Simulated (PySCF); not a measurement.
Radial density of Xe (xenon, neutral)

wB97X, [Kr] 4d10 5s1 5p6 5d1, 5s spin antiparallel (an excited configuration). All numbers are calculated (PySCF 2.14, the spin-free X2C one-electron Hamiltonian (Gaussian nucleus), in aug-cc-pwCVTZ-DK3 with one added diffuse shell each of s, p, d, f type (11s10p8d5f1g, 125 functions)).

```json
{"r (bohr)": "0.0249", "4πr²ρ (e/bohr)": "66.60", "4πr²(ρα − ρβ)": "-0.0061"}
{"r (bohr)": "0.0419", "4πr²ρ (e/bohr)": "62.61", "4πr²(ρα − ρβ)": "-0.0088"}
{"r (bohr)": "0.0705", "4πr²ρ (e/bohr)": "88.10", "4πr²(ρα − ρβ)": "-0.0419"}
{"r (bohr)": "0.119", "4πr²ρ (e/bohr)": "75.22", "4πr²(ρα − ρβ)": "0.0045"}
{"r (bohr)": "0.199", "4πr²ρ (e/bohr)": "72.54", "4πr²(ρα − ρβ)": "-0.0696"}
{"r (bohr)": "0.335", "4πr²ρ (e/bohr)": "52.08", "4πr²(ρα − ρβ)": "-0.0025"}
{"r (bohr)": "0.564", "4πr²ρ (e/bohr)": "27.37", "4πr²(ρα − ρβ)": "-0.1914"}
{"r (bohr)": "0.949", "4πr²ρ (e/bohr)": "18.93", "4πr²(ρα − ρβ)": "-0.0265"}
{"r (bohr)": "1.60", "4πr²ρ (e/bohr)": "5.604", "4πr²(ρα − ρβ)": "-0.8176"}
{"r (bohr)": "2.69", "4πr²ρ (e/bohr)": "2.346", "4πr²(ρα − ρβ)": "-0.0236"}
{"r (bohr)": "4.52", "4πr²ρ (e/bohr)": "0.3069", "4πr²(ρα − ρβ)": "0.1800"}
{"r (bohr)": "7.60", "4πr²ρ (e/bohr)": "0.09466", "4πr²(ρα − ρβ)": "0.0946"}
{"r (bohr)": "12.8", "4πr²ρ (e/bohr)": "0.0005948", "4πr²(ρα − ρβ)": "0.0006"}
```

Densities and radii are taken from the X2C orbitals without a picture-change correction, which distorts them close to the nucleus.

The outer electron is Rydberg-like, and this basis confines it to a smaller radius and binds it less than a complete one would. With the s spin flipped the determinant is a mixture of two multiplicities, not a spectroscopic state.
